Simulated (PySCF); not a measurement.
This PySCF input asks for the NMR shieldings of `InChI=1S/C7H13B/c1-6(2)7-4-3-5-8-7/h7-8H,1,3-5H2,2H3/t7-/m1/s1`; the geometry comes from PBE0-D3(BJ)/def2-SVP.

```python
import basis_set_exchange as bse
import numpy as np
from pyscf import gto, dft
from pyscf.prop import nmr

atoms = """
C    -2.278296    0.700153    0.225071
C    -1.233203   -0.125688    0.363457
C    -1.338100   -1.403731    1.144119
C     0.096442    0.149295   -0.273475
B     0.611825   -0.770037   -1.444429
C     2.172044   -0.828743   -1.340502
C     2.534224    0.235247   -0.294871
C     1.328705    0.289510    0.644967
H    -3.251454    0.465553    0.665448
H    -2.196856    1.632486   -0.341249
H    -2.353611   -1.562361    1.532122
H    -1.069753   -2.269760    0.514195
H    -0.643935   -1.411596    2.000607
H     0.015692    1.102037   -0.851573
H    -0.084912   -1.322085   -2.264809
H     2.331224   -1.844030   -0.910347
H     2.760694   -0.812903   -2.270182
H     2.654092    1.212355   -0.795078
H     3.478801    0.037278    0.236079
H     1.299610    1.199070    1.265802
H     1.368200   -0.566891    1.341022
"""
names = dict.fromkeys(["C", "B", "H"], "pcSseg-1")
basis = {el: gto.basis.parse(bse.get_basis(n, elements=[el], fmt="nwchem")) for el, n in names.items()}
mol = gto.M(atom=atoms, basis=basis, charge=0, verbose=0)
mf = dft.RKS(mol, xc="PBE0")
mf.grids.level = 2
mf.grids.alignment = dft.numint.BLKSIZE   # the property module wants whole blocks of grid points
mf.conv_tol = 1e-9
mf.kernel()

calc = nmr.RKS(mf)   # GIAO
C = mf.mo_coeff
Co = C[:, mf.mo_occ > 0]
resp = mf.gen_response(singlet=True, hermi=2)
def vind(x):   # induced exchange potential for any number of trial vectors
    d = np.einsum("pi,xij,qj->xpq", C, 2 * x.reshape(-1, C.shape[1], Co.shape[1]), Co, optimize=True)
    return np.einsum("xpq,pi,qj->xij", resp(d - d.transpose(0, 2, 1)), C, Co, optimize=True).ravel()
mo1, _ = nmr.rhf.solve_mo1(calc, with_cphf=vind)
sigma = calc.kernel(mo1)
for i, s in enumerate(sigma):   # ppm
    print("%2d %-2s %9.2f" % (i, mol.atom_pure_symbol(i), np.trace(s) / 3))
```

**Question.** What are the results?

**Answer.** 
```
 0 C      67.71
 1 C      27.67
 2 C     158.86
 3 C     120.44
 4 B       8.90
 5 C     148.71
 6 C     155.74
 7 C     150.37
 8 H      26.23
 9 H      26.28
10 H      29.47
11 H      30.02
12 H      29.23
13 H      29.80
14 H      23.60
15 H      30.71
16 H      29.18
17 H      29.86
18 H      29.22
19 H      29.42
20 H      29.67
```

These numbers come from an equivalent density-fitted implementation of the same equations, which agrees with the script to about 0.01 ppm for H and up to a few tenths of a ppm for heavy atoms, so last digits may differ.

**Question.** Turn these shieldings into chemical shifts. Shifts are taken against calculated references (same method and geometry level): ¹³C (184.41 ppm) and ¹H (31.27 ppm) vs TMS; ¹¹B (100.73 ppm) vs BF3·OEt2.

**Answer.** Averaging equivalent atoms: C 1: 156.7; C 0: 116.7; C 3: 64.0; C 5: 35.7; C 7: 34.0; C 6: 28.7; C 2: 25.6; B 4: 91.8; H 14: 7.67; H 8: 5.03; H 9: 4.98; H 16: 2.09; H 18: 2.05; H 19: 1.85; H 10/11/12: 1.69; H 20: 1.60; H 13: 1.47; H 17: 1.41; H 15: 0.55 ppm. 

Size and cost of the density-fitted run: 201 basis functions, 78 s wall time on 1 thread of an Arm Neoverse N1, shared host; peak memory 0.93 GiB.
